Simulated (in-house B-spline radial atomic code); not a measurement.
## Co⁸⁺: [Ne] 3s2 3p(3 up, 2 down) 3d(1 up, 0 down) 4d(0 up, 1 down) (an excited or competing configuration)

Level of theory: non-relativistic r2SCAN, spin-polarised, spherical fractional occupations, point nucleus; calculated with an all-electron radial atomic-structure program (B-spline basis).

Screening seen three ways: the hydrogenic charge with the same mean radius, Z_r = [3n² - l(l+1)]/(2<r>), the one with the same energy, Z_e = n√(-2ε), and Slater's rules. Values are occupation-weighted means over spin.

| shell | electrons | ε (eV) | <r> (bohr) | Z_r | Z_e | Slater |
| --- | --- | --- | --- | --- | --- | --- |
| 1s | 2 | -7748.6 | 0.05693 | 26.35 | 23.86 | 26.70 |
| 2s | 2 | -1101 | 0.2575 | 23.30 | 17.99 | 22.85 |
| 2p | 6 | -982.22 | 0.2254 | 22.18 | 16.99 | 22.85 |
| 3s | 2 | -282.26 | 0.7158 | 18.86 | 13.66 | 16.10 |
| 3p | 5 | -244.99 | 0.7207 | 17.34 | 12.73 | 16.10 |
| 3d | 1 | -185.67 | 0.6996 | 15.01 | 11.08 | 10.00 |
| 4d | 1 | -81.561 | 1.811 | 11.60 | 9.79 | 9.00 |

The least bound orbital is 4d down at -81.56 eV, and it is also the most diffuse (<r> = 1.811 bohr).
